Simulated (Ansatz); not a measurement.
CH4Si, SMILES `C[SiH]` (excited triplet) (charge 0, multiplicity 3). This triplet is an excited state, 0.99 eV above the relaxed singlet at the level frozen-core CCSD(T)/cc-pVTZ // B3LYP-D3(BJ)/def2-TZVP (Ansatz, a quantum-chemistry and plane-wave program).

Cartesian coordinates (Å):
SMILES: C[SiH]
```xyz
6

C     -0.5984    -0.0502    -0.0200
Si     1.2243    -0.5400    -0.1899
H     -0.8268     0.8000    -0.6658
H     -1.2384    -0.8833    -0.3113
H     -0.8268     0.2122     1.0149
H      2.2661     0.4612     0.1721
```
Charge 0, spin multiplicity 3.

Frozen-core energies in cc-pVDZ from Ansatz at a geometry from B3LYP-D3(BJ)/def2-TZVP; the HF reference has <S^2> = 2.00 and the T1 diagnostic is 0.012.

| level | energy (Ha) |
|---|---|
| HF | -329.05565 |
| MP2 | -329.27104 |
| CCSD | -329.30503 |
| CCSD(T) | -329.31163 |

Task: Estimate the energies of CCSDT and CCSDT(Q), and give each level's difference from CCSDT(Q).

Result: 
```json
[
 {"level": "MP2", "energy (Ha)": "-329.27104", "difference from CCSDT(Q) (mHa)": "41.80"},
 {"level": "CCSD", "energy (Ha)": "-329.30503", "difference from CCSDT(Q) (mHa)": "7.81"},
 {"level": "CCSD(T)", "energy (Ha)": "-329.31163", "difference from CCSDT(Q) (mHa)": "1.22"},
 {"level": "CCSDT", "energy (Ha)": "-329.31251", "difference from CCSDT(Q) (mHa)": "0.34"},
 {"level": "CCSDT(Q)", "energy (Ha)": "-329.31284", "difference from CCSDT(Q) (mHa)": "0.00"}
]
```
